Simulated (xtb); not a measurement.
B(NMe2)(OH)(SH) (C₂H₈BNOS), SMILES B(N(C)C)(O)S. All values are semi-empirical tight-binding results from xtb (GFN2-xTB unless named), good for trends rather than for accurate numbers. Geometry: GFN2-xTB. The values are those of a single conformer.

Computed properties:
```yaml
point_group_as_xtb_finds_it: Cs
orbital_gap: 5.49 eV
zero_point_energy: 67.6 kcal/mol
G − E(el) at 298.15 K (modified RRHO): 47.2 kcal/mol
static polarisability (D4 model): 72.9 bohr³
solvation energy, GFN2-xTB/ALPB(water): -4.7 kcal/mol
solvation energy, GFN2-xTB/ALPB(hexane): -5.9 kcal/mol
```
